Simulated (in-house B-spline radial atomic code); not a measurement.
**RPA and G0W0 on TPSS: the bromine ion Br²⁺**

Configuration [Ar] 3d10 4s2 4p3, highest spin, mean-field start TPSS. Computed with an all-electron radial atomic-structure program (B-spline basis): all electrons, non-relativistic, point nucleus, each spin shell either full or empty, empty states to l = 9 with an (l + 1/2)⁻⁴ tail; G0W0 by contour deformation at full frequency.

Command:
```bash
python run_gw.py task.json out
```
Settings (radii: box in bohr, nucleus in fm):
```
Z                        35
electrons                33
configuration            [Ar] 3d10 4s2 4p3
hamiltonian              nr
method                   tpss,tpss
lmax                     9
spin_polarised           True
box_radius               17.55
intervals                52
```

Run time, properties included: 4 s on 1 thread of Arm Neoverse N1 (shared host).

Energies (hartree):

```
                                     term        value
                         mean-field total  -2572.85458
Hartree-Fock functional on these orbitals  -2571.29001
                      direct second order       -2.786
                    second-order exchange      0.81435
                         SOSEX correction      0.74589
```

(1) What is the RPA correlation energy, and what remains with SOSEX?

Quasi-particle levels (eV):

```tsv
level	occupied	mean field	Σx - vxc	Σc	QP weight	G0W0
4p up	yes	-29.609	-5.47	?	?	?
4s down	yes	-38.79	-3.66	-2.16	0.923	-44.60
4p down	no	-25.998	6.92	-2.74	0.930	-21.825
```

G0W0 = mean field + (Σx - vxc) + Σc, with Σc (partial-wave tail included) taken at the quasi-particle energy. Only the outer levels were computed. Levels of low weight are left out.

(2) Where does G0W0 put 4p up?

Results:

(1) RPA gives -2.4079 hartree (-1.99 eV per electron); RPA + SOSEX gives -1.662, and the second-order doubles -1.9716 hartree (no singles). RPA lacks exchange-type terms and so overcorrelates at short range.

(2) At -35.28 eV, with Σc = -0.20 eV and a quasi-particle weight of 0.926. The tabulated removal energy is 34.871 ± 0.019 eV (NIST, measured); the calculation leaves out relativity, Breit and QED terms, and what these don't explain is the method's own error.
